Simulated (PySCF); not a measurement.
# State search for PI

Unrestricted PBE0; P x2c-SVPall, I x2c-SVPall; spin-free X2C with a Gaussian nucleus (PySCF 2.14). Outer shells of the fragments: P 3s2 3p3; I 4d10 5s2 5p5.

Followed along the bond (rough minima from three points):

| 2Ms+1 | unpaired | ⟨S²⟩ at the start | R at minimum (Å) | Te (eV) |
| --- | --- | --- | --- | --- |
| 3 | π ↑↑ | 2.01 | 2.40 | 0.00 |
| 1 | π ↑↓ | 1.01 | 2.39 | 0.32 |
| 1 | none | 0.00 | 2.37 | 1.33 |
| 5 | σ ↑, π ↑↑↑ | 6.00 | none in the scan | ≤ 3.90 |

Solutions found at the starting distance of 2.375 Å, counted from the lowest of them; the search is not exhaustive and high or unbound solutions are not listed, so other states can lie among these:

```csv
2Ms+1,unpaired,term,E (eV),⟨S²⟩,⟨Lz²⟩,μ (D)
3,π ↑↑,³Σ⁻,0.00,2.01,0.00,0.09
1,π ↑↓,mixed,0.32,1.01,2.02,0.21
1,none,mixed,1.32,0.00,2.00,0.64
3,"σ ↑, π ↑",³Π,3.31,2.03,1.01,-0.48
1,"σ ↓, π ↑",mixed,3.58,1.01,1.02,-0.49
3,π ↑↑,mixed,4.10,2.01,2.01,4.10
```

A term symbol is given only where ⟨S²⟩ and ⟨Lz²⟩ are close to those of a pure state; real π, δ and φ orbitals otherwise mix terms. A positive dipole means P(−)I(+).

Spin–orbit coupling is left out. Counting both spins, an empty level lies below a filled one in some of these solutions, because spin and occupation are held.
